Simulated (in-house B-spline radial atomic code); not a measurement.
# Removing one electron from Br³¹⁺

Closed shell [He] 2s2. Computed with an all-electron radial atomic-structure program (B-spline basis): Koopmans values of Dirac-Hartree-Fock plus a diagonal self-energy, in second order or with its direct term screened (direct RPA, with the hole-particle interaction, or full time-dependent Hartree-Fock), linearised in energy; no-pair Dirac-Coulomb Hamiltonian, finite nucleus. Shifts add to the Koopmans value (the ΔSCF shift is orbital relaxation alone); the final value takes TDHF screening with Breit and QED.

Command:
```bash
python run_mb.py task.json out
```
Settings (nuclear radius in fm, box in bohr, cutoff in hartree):
```
basis_form          2
Z                   35
core_configuration  [He] 2s2
rms_radius          4.1629
mass_number         79
speed_of_light      137.036
box_radius          3.497
lmax                7
intervals           58
virtual_cutoff      4900.0
```

Run time, properties included: 1 s on 1 thread of Intel(R) Xeon(R) 6975P-C, with other jobs on the host.

Energies in eV:

```tsv
subshell	Koopmans	ΔSCF shift	second order	direct RPA	hole-particle	TDHF	Breit + QED	final
2s1/2	3731.03	-0.296	?	?	?	?	?	?
```

(1) What does the self-energy do to 2s1/2?

## Answers

(1) It shifts the removal energy by 5.130 eV in second order, 2.643 with direct RPA, 3.573 with the hole-particle term and 5.178 with TDHF screening (quasi-particle weight 0.984); Breit and QED add -2.936 eV. The final value is 3733.27 eV, against 3735 ± 4 eV (NIST, semi-empirical). The mixing of s² with p² in the ground state is caught to low order only, which falls short in light ions.
